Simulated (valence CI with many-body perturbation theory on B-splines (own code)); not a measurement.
## E1 line list for Er⁶²⁺

Calculated by relativistic CI+MBPT: four valence electrons over a frozen Dirac-Fock core [He], a basis of 11 s, 11 p, 10 d, 8 f, 5 g, 2 h functions for each j, with the one-electron correlation potential Σ1 (screened to all orders), the two-electron term Σ2, the three-electron term Σ3, Breit, model QED; selected single and double excitations, second order for the rest, scaled by the run's own slope (own B-spline code, finite nucleus).

The last digits are not significant, and no measured levels were compared; by estimate large intervals hold to a few tenths of a per cent, small ones and those within an open d or f shell to about a per cent. Among the levels kept, up to 920 cm⁻¹ of a level comes from second order outside the variational space, and about a tenth of that is noise between levels of different J, which matters for small intervals.

Lines 1 to 50 of 543 in falling wavelength, among levels below 93028 × 10³ cm⁻¹, chosen from the strongest by gf and those to the six lowest levels. Wavelengths and rates use the calculated energies. Electric multipoles are in the length gauge, E1 and E2 with the static RPA response of the core. Weak lines are less certain than strong ones. Lines between different terms over intervals too small for the method are left out, as are lines whose strength nearly cancels. The highest levels of a list are the least certain.

Levels are named by their leading jj configuration (3d3/2^4 stands for four electrons in 3d with j = 3/2), which in mixed levels can hold well under half, so a name can repeat and another be missing. Letters in brackets count levels of one name in rising energy.

```tsv
λ vac (nm)	Upper	Lower	A (s⁻¹)	S (a.u.) with core polarisation	S without
8.634	(2s 2p3/2^2 3d5/2) J=4 [a]	(2s 2p3/2^2 3p3/2) J=3 [a]	2.16e+10	6.17e-02	6.17e-02
8.621	(2s 2p3/2^2 3d5/2) J=3 [c]	(2s 2p3/2^2 3p3/2) J=2 [c]	2.48e+10	5.50e-02	5.50e-02
8.601	(2s 2p1/2 2p3/2 3d5/2) J=5	(2s 2p1/2 2p3/2 3p3/2) J=4	3.24e+10	1.12e-01	1.12e-01
8.529	(2s 2p1/2^2 3d5/2) J=3	(2s 2p1/2^2 3p3/2) J=2	3.34e+10	7.16e-02	7.16e-02
8.528	(2p1/2^2 2p3/2 3d5/2) J=4	(2p1/2^2 2p3/2 3p3/2) J=3	3.52e+10	9.70e-02	9.70e-02
8.522	(2s 2p3/2^2 3d5/2) J=5	(2s 2p3/2^2 3p3/2) J=4	3.14e+10	1.06e-01	1.06e-01
8.520	(2p1/2^2 2p3/2 3d5/2) J=3	(2p1/2^2 2p3/2 3p3/2) J=2	2.92e+10	6.23e-02	6.23e-02
8.497	(2s 2p1/2 2p3/2 3d5/2) J=2 [c]	(2s 2p1/2 2p3/2 3p3/2) J=1 [c]	2.42e+10	3.66e-02	3.66e-02
8.493	(2p1/2 2p3/2^2 3d5/2) J=3	(2p1/2 2p3/2^2 3p3/2) J=2 [a]	2.52e+10	5.33e-02	5.33e-02
8.491	(2s 2p1/2 2p3/2 3d5/2) J=3 [c]	(2s 2p1/2 2p3/2 3p3/2) J=2 [c]	2.62e+10	5.54e-02	5.54e-02
8.469	(2p1/2 2p3/2^2 3d5/2) J=4	(2p1/2 2p3/2^2 3p3/2) J=3 [a]	3.39e+10	9.14e-02	9.14e-02
8.452	(2s 2p1/2 2p3/2 3d5/2) J=4 [a]	(2s 2p1/2 2p3/2 3p3/2) J=3 [a]	2.60e+10	6.97e-02	6.97e-02
8.442	(2s^2 2p3/2 3d5/2) J=4	(2s^2 2p3/2 3p3/2) J=3	2.71e+10	7.25e-02	7.25e-02
8.428	(2s^2 2p1/2 3d5/2) J=2	(2s^2 2p1/2 3p3/2) J=1	2.52e+10	3.72e-02	3.72e-02
8.394	(2s 2p3/2^2 3d5/2) J=4 [b]	(2s 2p3/2^2 3p3/2) J=3 [b]	2.77e+10	7.28e-02	7.28e-02
8.388	(2s^2 2p3/2 3d5/2) J=3	(2s^2 2p3/2 3p3/2) J=2	2.16e+10	4.40e-02	4.40e-02
8.353	(2s 2p1/2 2p3/2 3d5/2) J=3 [d]	(2s 2p1/2 2p3/2 3p3/2) J=2 [d]	2.77e+10	5.59e-02	5.59e-02
8.352	(2s 2p1/2 2p3/2 3d5/2) J=4 [b]	(2s 2p1/2 2p3/2 3p3/2) J=3 [b]	2.80e+10	7.24e-02	7.24e-02
8.334	(2s 2p1/2 2p3/2 3d5/2) J=3 [a]	(2s 2p1/2 2p3/2 3p3/2) J=2 [a]	2.42e+10	4.83e-02	4.83e-02
8.299	(2s 2p3/2^2 3d5/2) J=3 [b]	(2s 2p3/2^2 3p3/2) J=2 [b]	2.99e+10	5.90e-02	5.90e-02
8.251	(2s 2p1/2 2p3/2 3d5/2) J=4 [c]	(2s 2p1/2 2p3/2 3p3/2) J=3 [c]	3.50e+10	8.73e-02	8.73e-02
8.161	(2s 2p1/2 2p3/2 3d5/2) J=3 [b]	(2s 2p1/2 2p3/2 3p3/2) J=2 [b]	1.69e+10	3.17e-02	3.17e-02
8.115	(2s^2 2p1/2 3d5/2) J=3	(2s^2 2p1/2 3p3/2) J=2	3.57e+10	6.60e-02	6.60e-02
8.099	(2s 2p3/2^2 3d5/2) J=2 [a]	(2s 2p3/2^2 3p3/2) J=1 [b]	2.75e+10	3.60e-02	3.60e-02
7.928	(2p1/2^2 2p3/2 3d5/2) J=2	(2p1/2^2 2p3/2 3p3/2) J=1	2.62e+10	3.23e-02	3.23e-02
7.889	(2s 2p1/2^2 3d5/2) J=2	(2s 2p1/2^2 3p3/2) J=1	3.78e+10	4.58e-02	4.58e-02
5.930	(2s 2p1/2 2p3/2 3p3/2) J=4	(2s^2 2p3/2 3p3/2) J=3	2.73e+10	2.52e-02	2.53e-02
5.650	(2p1/2 2p3/2^2 3p3/2) J=4	(2s 2p3/2^2 3p3/2) J=3 [b]	3.91e+10	3.13e-02	3.13e-02
5.104	(2s 2p1/2 2p3/2^2) J=3	(2s^2 2p3/2^2) J=2	1.33e+10	6.10e-03	6.12e-03
5.046	(2s 2p1/2^2 2p3/2) J=2	(2s^2 2p1/2 2p3/2) J=2	1.09e+10	3.47e-03	3.47e-03
4.959	(2p1/2^2 2p3/2 3p3/2) J=3	(2s 2p1/2 2p3/2 3p3/2) J=2 [c]	5.28e+10	2.22e-02	2.23e-02
4.703	(2s 2p1/2^2 2p3/2) J=2	(2s^2 2p1/2 2p3/2) J=1	1.55e+10	3.99e-03	4.00e-03
3.911	(2p1/2 2p3/2^2 3p3/2) J=3 [b]	(2s 2p3/2^2 3p3/2) J=3 [a]	8.32e+10	1.72e-02	1.72e-02
3.906	(2s 2p1/2 2p3/2^2) J=1 [a]	(2s^2 2p3/2^2) J=2	2.38e+10	2.10e-03	2.10e-03
3.830	(2p1/2^2 2p3/2 3d5/2) J=4	(2s 2p1/2 2p3/2 3d5/2) J=5	6.69e+10	1.67e-02	1.67e-02
3.815	(2s 2p1/2^2 2p3/2) J=1	(2s^2 2p1/2 2p3/2) J=2	4.41e+10	3.63e-03	3.64e-03
3.789	(2s 2p1/2 2p3/2^2) J=2 [b]	(2s^2 2p3/2^2) J=2	2.15e+10	2.88e-03	2.89e-03
3.679	(2s 2p1/2 2p3/2 3d3/2) J=3 [b]	(2s 2p1/2 2p3/2 3p1/2) J=2 [b]	1.52e+11	2.62e-02	2.62e-02
3.667	(2p1/2 2p3/2^2 3d3/2) J=3 [b]	(2p1/2 2p3/2^2 3p1/2) J=2 [b]	1.71e+11	2.92e-02	2.92e-02
3.642	(2p1/2 2p3/2^2 3d3/2) J=2 [b]	(2p1/2 2p3/2^2 3p1/2) J=2 [b]	2.09e+11	2.49e-02	2.49e-02
3.629	(2s 2p1/2 2p3/2 3d3/2) J=2 [d]	(2s 2p1/2 2p3/2 3p1/2) J=1 [c]	2.17e+11	2.56e-02	2.56e-02
3.616	(2s 2p1/2^2 2p3/2) J=1	(2s^2 2p1/2 2p3/2) J=1	9.92e+09	6.95e-04	6.96e-04
3.604	(2s 2p3/2^2 3d5/2) J=3 [a]	(2s 2p3/2^2 3p1/2) J=2 [b]	9.66e+10	1.56e-02	1.56e-02
3.589	(2s^2 2p1/2 3d3/2) J=1	(2s^2 2p1/2 3p1/2) J=0	2.31e+11	1.58e-02	1.58e-02
3.579	(2s 2p1/2 2p3/2 3d3/2) J=2 [b]	(2s 2p1/2 2p3/2 3p1/2) J=2 [b]	2.58e+11	2.92e-02	2.92e-02
3.576	(2p1/2 2p3/2^2 3d3/2) J=1 [b]	(2p1/2 2p3/2^2 3p1/2) J=2 [b]	2.86e+11	1.94e-02	1.94e-02
3.571	(2s 2p3/2^2 3p3/2) J=3 [a]	(2s 2p3/2^2 3s) J=2 [a]	2.26e+11	3.56e-02	3.56e-02
3.562	(2p1/2 2p3/2^2 3p3/2) J=1 [a]	(2p1/2 2p3/2^2 3s) J=2 [b]	2.91e+11	1.95e-02	1.95e-02
3.540	(2s 2p3/2^2 3d3/2) J=2 [b]	(2s 2p3/2^2 3p1/2) J=1 [b]	1.69e+11	1.85e-02	1.85e-02
3.520	(2s 2p3/2^2 3p3/2) J=1 [b]	(2s 2p3/2^2 3s) J=0	3.58e+11	2.31e-02	2.31e-02
```
